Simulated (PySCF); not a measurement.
Species: [NbCl6]- (charge -1 and singlet state).
Cartesian coordinates in Å at the PBE0-D3(BJ)/def2-SVP level; atoms count from 1:
```
atom  x, y, z in Å
Nb1    0.0127   -0.0140   -0.0099
Cl2    0.0003   -0.0239    2.3520
Cl3    0.0189   -0.0040   -2.3719
Cl4    2.3749    0.0049   -0.0035
Cl5   -2.3492   -0.0368   -0.0240
Cl6   -0.0038    2.3478    0.0022
Cl7    0.0381   -2.3760   -0.0135
```

Method: PBE0-D3(BJ)/def2-SVP geometry optimisation, gas phase, def2 core potentials past Kr (PySCF 2.14.0).

Question: Which atoms are bound to Nb1, and at what distances?

Answer: 6 atoms: Cl6 2.362 Å, Cl3 2.362 Å, Cl5 2.362 Å, Cl2 2.362 Å, Cl7 2.362 Å, Cl4 2.362 Å.

Question: List the angles at Nb1.

Answer: 
```
      angle  degrees  distance of the outer atoms (Å)
Cl2–Nb1–Cl3    179.9                             4.72
Cl4–Nb1–Cl5    179.8                             4.72
Cl6–Nb1–Cl7    179.7                             4.72
Cl5–Nb1–Cl6     90.2                             3.34
Cl3–Nb1–Cl7     90.2                             3.34
Cl2–Nb1–Cl4     90.1                             3.34
Cl5–Nb1–Cl7     90.1                             3.34
Cl3–Nb1–Cl6     90.1                             3.34
Cl2–Nb1–Cl5     90.0                             3.34
Cl3–Nb1–Cl4     90.0                             3.34
Cl2–Nb1–Cl6     89.9                             3.34
Cl4–Nb1–Cl6     89.9                             3.34
Cl2–Nb1–Cl7     89.8                             3.34
Cl4–Nb1–Cl7     89.8                             3.34
Cl3–Nb1–Cl5     89.8                             3.33
```

Question: What is the shape at Nb1?

Answer: Octahedral: the three widest angles are 179.9°, 179.8° and 179.7°, the others run from 89.8° to 90.2°.

Question: What are the rotational constants (commonest isotopes, rigid rotor)?

Answer: A = 647.9, B = 647.6, C = 647.3 MHz: a spherical top.

Point group: Oh (tolerance 0.08 Å). Charge -1, singlet. The geometry's basis has no diffuse functions, a weakness for an anion. No frequency check.

Hardware: one thread, Intel Xeon Platinum 8375C at 2.90 GHz (x86_64), shared host. Cost: 2.3 min of wall time, 0.59 GiB resident at most. This is the geometry optimisation.
